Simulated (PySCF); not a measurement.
Computed shifts of a molecule CH₈O₂Si₃, PBE/pcSseg-1 run with PySCF, GIAO, gas phase, atoms alike by connectivity averaged where their shifts nearly agree, in ppm (number of nuclei): ¹³C: 168.2 (1). ²⁹Si: -8.1 (1), -104.7 (1), -117.4 (1). ¹H: 8.26 (1), 5.54 (2), 4.05 (3), 3.81 (1), 3.62 (1). References: ¹⁷O against H2O (σ = 334.3 ppm); ¹³C against TMS (σ = 182.0 ppm); ²⁹Si against TMS (σ = 335.4 ppm); ¹H against TMS (σ = 31.49 ppm), references at their B3LYP-D3(BJ)/def2-TZVP geometries, non-relativistic. Geometry: TPSSh-D3(BJ)/def2-SVP. The values are those of a single conformer.

Task: Identify the compound among the candidates.
(A) O[C@@H]1[SiH2]O[SiH2][SiH2]1
(B) O[SiH2][Si@H]1OC[SiH2]1
(C) O=CO[SiH2][SiH2][SiH3]
(D) OC1([SiH3])[SiH2]O[SiH2]1

Result: C, O=CO[SiH2][SiH2][SiH3]
